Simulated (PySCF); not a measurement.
From one molecule to another.

First species: ClH2Si(SH), ClH3SSi.
Numbering: `[SH:1][SiH2:2][Cl:3]` (hydrogens: H4 on S1; H5, H6 on Si2)

Second species: C6H13FO.
SMILES: `C[C@@H](F)OC(C)(C)C`

Levels: PBE0/pcSseg-1 for dipole moment, HOMO energy, LUMO energy and HOMO–LUMO gap; GFN2-xTB for rotational constant A and rotational constant C. Geometries: GFN2-xTB. Each structure is a single optimised conformer of the isolated species, non-relativistic unless stated. Electronic properties by PySCF.

The conformers computed, where there is a choice (atom-mapped SMILES and torsion angles):
- `[SH:1][SiH2:2][Cl:3]`: H–S1–Si2–Cl3 43°
- `[CH3:1][C@@H:2]([F:3])[O:4][C:5]([CH3:6])([CH3:7])[CH3:8]`: C1–C2–O4–C5 160°, C2–O4–C5–C6 -72°

(1) Which has the higher HOMO–LUMO gap?

(2) Which of the two has the higher LUMO energy, and by how much?

(3) Which has the higher dipole moment?

(4) Which has the higher HOMO energy?

(5) Which of the two has the higher rotational constant A, and by how much?

(6) Which has the higher rotational constant C?

## Answers

(1) The second: 9.43 eV against 7.64 eV, a difference of 1.79 eV.

(2) The second: 1.30 eV against -0.08 eV, a difference of 1.38 eV.

(3) The second: 1.96 D against 1.01 D, a difference of 0.95 D.

(4) The first: -7.72 eV against -8.13 eV, a difference of 0.41 eV.

(5) The first: 13.172 GHz against 3.111 GHz, a difference of 10.061 GHz.

(6) The first: 2.181 GHz against 1.222 GHz, a difference of 0.959 GHz.

On the first: The dipole equals about 3.4 × 10⁻³⁰ C·m (1 D = 3.33564 × 10⁻³⁰ C·m).

On the second: The dipole matches unit charges of opposite sign 0.41 Å apart (1 e·Å = 4.8032 D). A dipole of 1.96 D is allowed in C1, and pure rotational transitions are dipole-allowed.
